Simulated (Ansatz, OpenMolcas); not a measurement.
## Exact exchange and the HOMO–LUMO gap of GeH3Br

The species is GeH3Br (5 atoms), meant as a singlet with charge 0. SMILES: `[GeH3][Br]`. The shape is that of a PBE0-D4/def2-TZVP optimisation.

The HOMO–LUMO gap y, in eV, basis aug-cc-pVDZ; a is the functional's share of exact exchange. Programs: Ansatz 0.2.0, OpenMolcas 26.06.

| functional | program | a | y (eV) |
| --- | --- | --- | --- |
| TPSS | OpenMolcas | 0 | 5.55 |
| BLYP | Ansatz | 0 | 5.14 |
| B3LYP | Ansatz | 0.2 | 6.79 |
| r2SCAN0 | Ansatz | 0.25 | ? |
| PBE0 | Ansatz | 0.25 | 7.32 |
| BHLYP | Ansatz | 0.5 | 9.09 |

Problem. Fit y = c + s·a to the known rows and predict r2SCAN0.

Solution. 
1. Means of the 5 rows: a = 0.1900, y = 6.778.
2. Σ(Δa)² = 0.172, Σ(Δa·Δy) = 1.2939, so the slope is 1.2939/0.172 = 7.5227.
3. Intercept: 6.778 − (7.5227) × 0.1900 = 5.349. The largest residual of the fit is 0.21.
4. r2SCAN0: 5.349 + (7.5227) × 0.25 = 7.23 eV.

The run gave 7.77 eV, so the prediction is off by -0.54 eV, more than the largest residual. Exact exchange lowers occupied levels and raises empty ones. The rows mix families of semi-local functionals, which the line can't see.
